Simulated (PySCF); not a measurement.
Compound: C8H16Si.
SMILES with atom numbers: `[CH3:1][C@:2]12[CH2:3][CH2:4][C@:5]([CH2:6][SiH3:7])([CH2:8]1)[CH2:9]2`

NICS is the negative of the GIAO shielding at a point without a nucleus: at the ring centre (0) and 1 Å above and below it (1); zz is the component along the ring normal. Level: GIAO KT2/pcSseg-1 (PySCF, non-relativistic, gas phase) on the PBE0-D3(BJ)/def2-SVP geometry, one conformer.

Ring bond lengths (Å): C2–C3 1.536, C3–C4 1.548, C4–C5 1.537, C5–C8 1.549, C8–C2 1.547; C2–C8 1.547, C8–C5 1.549, C5–C9 1.549, C9–C2 1.548.

Q: What do the NICS probes read (ppm)?

A: 
```
          ring                                            type  NICS(0)  NICS(1), two faces  NICS(1)zz, two faces  rms pucker (Å)  centre to ring atoms, mean (Å)
C2–C3–C4–C5–C8  5-membered carbocycle; formal bonds all single     -7.0        -3.5 / -19.2          -3.9 / -17.7            0.32                            1.24
   C2–C8–C5–C9  4-membered carbocycle; formal bonds all single    -11.5        -5.2 / -10.5          -0.8 / -17.5            0.24                            1.07
```

Q: What do they say, and how far can they be read as aromaticity?

A: 
- C2–C3–C4–C5–C8: mean NICS(1)zz -10.8 ppm, shielded. C2, C3, C4, C5, C8 have four or more neighbours, so the value isn't read as a sign of a π ring current. The two faces differ by 13.8 ppm, so no symmetry operation interchanges them.
- C2–C8–C5–C9: mean NICS(1)zz -9.1 ppm, shielded. C2, C5, C8, C9 have four or more neighbours; no verdict on aromaticity is drawn. The two faces differ by 16.7 ppm, so no symmetry operation interchanges them.

Q: List the ring angles.

A: 
- C2–C3–C4–C5–C8: C2 101.1°, C3 99.7°, C4 99.5°, C5 101.1°, C8 83.5°; sum 484.9° against 540° for a flat convex ring.
- C2–C8–C5–C9: C2 85.7°, C8 83.5°, C5 85.6°, C9 83.5°; sum 338.2° against 360° for a flat convex ring.

Q: How do the values depend on the level or the medium?

A: 
| level | NICS(0), C2–C3–C4–C5–C8 | mean NICS(1)zz, C2–C3–C4–C5–C8 | NICS(0), C2–C8–C5–C9 | mean NICS(1)zz, C2–C8–C5–C9 |
| --- | --- | --- | --- | --- |
| KT2/pcSseg-1, gas | -7.0 | -10.8 | -11.5 | -9.1 |
| PBE0/pcSseg-1, gas | -7.5 | -11.0 | -12.2 | -9.8 |

The geometry is the same throughout.
